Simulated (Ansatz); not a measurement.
A run for Ansatz (an electronic-structure program): U-PBE/def2-TZVPP on FHTe (SMILES F[TeH]), a point of a bond scan (R = 1.735 Å). Elements past Kr take the def2 small-core potentials; no spin–orbit coupling.

Ansatz 0.2 input:
```yaml
crystal:
  periodic: [false, false, false]
  atoms:
    - {symbol: Te, position_ang: [0.18518663, -0.06058026, 0.20051425]}
    - {symbol: H, position_ang: [1.31186066, -0.30942416, -1.00396715]}
    - {symbol: F, position_ang: [-1.07563789, 0.33990175, -0.92222597]}
basis:
  gaussian:
    orbitals: def2-TZVPP
hamiltonian:
  xc: {name: PBE}
magnetization: {spin_polarized: true, initial_magnetization: 0}
```

The log:

```
WARN ansatz: RAYON_NUM_THREADS=1 ignored (pool sized by the plan → 1); use --threads N
Functional definition: PBE
integrals: 0.02 GiB planned
601 factors; their error is unknown
mean field: 0.24 GiB planned
mean field evaluation 1: about -10022.2662 eV, gradient 2.5e1 eV
mean field evaluation 2: about -10013.0455 eV, gradient 6.1e1 eV
mean field evaluation 4: about -10024.0775 eV, gradient 3.0e0 eV
mean field evaluation 8: about -10023.9790 eV, gradient 4.1e-1 eV
mean field evaluation 16: about -10023.9792 eV, gradient 5.1e-5 eV
mean field -10023.97918838 eV, -368.3744406758 hartree, gradient 5.1e-5 eV, S^2 0.000000; 0 other end points of the search recorded, 0 dependent functions left out
reference -10023.97921776 eV, -368.3744417557 hartree; 17, 17 occupied and 78, 78 virtual orbitals, 601 factors
Total energy: -10023.97921776 eV, -368.3744417557 hartree
```

The run converged.

Cost: roughly 1.0 core-seconds.
